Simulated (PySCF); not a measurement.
Correlation energy of Zn (zinc, neutral)

[Ar] 3d10 4s1 4p1, high-spin 3P determinant (an excited configuration). Calculation: PySCF 2.14, in def2-TZVPPD; the non-relativistic Hamiltonian (point nucleus). Frozen: [Ne]; 20 electrons correlated.

| level | correlation energy (mhartree) |
| --- | --- |
| CCSD | -703.15 |
| (T) | -13.47 |
| CCSD(T) | -716.62 |

Diagnostics: T1 = 0.012, D1 = 0.0373, largest double amplitude 0.028.

Cost of the coupled-cluster step: of the order of 70 core-seconds, for 20 correlated electrons.

This basis was not built for core-valence correlation, so the inner-shell part is incomplete.
